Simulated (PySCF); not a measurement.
C2H3ClFGa. Atoms are numbered in the order given.

```xyz
8

Ga    -0.1395    -0.2804     0.2405
F     -0.6275    -1.0991     1.7062
Cl     0.5731     1.7086     0.5511
C     -0.2092    -1.0566    -1.5167
C      0.2129    -0.3340    -2.5628
H     -0.5836    -2.0744    -1.6736
H      0.1974    -0.7294    -3.5862
H      0.5940     0.6874    -2.4422
```

Coordinates come from a ωB97X-D3(BJ)/def2-SVP optimisation. The structure was generated by enumeration; whether it is a known compound was not checked. Other conformers were not sampled.

The numbers are results of B3LYP/pcSseg-1 (PySCF), not measurements.

GIAO shieldings, no solvent; atoms listed in one row are averaged. δ = σ(ref) − σ: ¹⁹F against CFCl3 (σ = 161.7 ppm); ³⁵Cl against HCl (σ = 933.3 ppm); ¹³C against TMS (σ = 181.3 ppm); ¹H against TMS (σ = 31.68 ppm), references at their B3LYP-D3(BJ)/def2-TZVP geometries, non-relativistic (without spin–orbit terms, shifts of atoms bonded to Cl or Br come out too high).

| nucleus | atoms | count | δ (ppm) |
|---|---|---|---|
| ¹⁹F | F2 | 1 | -132.7 |
| ³⁵Cl | Cl3 | 1 | 6.9 |
| ¹³C | C5 | 1 | 160.3 |
| ¹³C | C4 | 1 | 141.2 |
| ¹H | H7 | 1 | 7.28 |
| ¹H | H8 | 1 | 7.03 |
| ¹H | H6 | 1 | 6.52 |
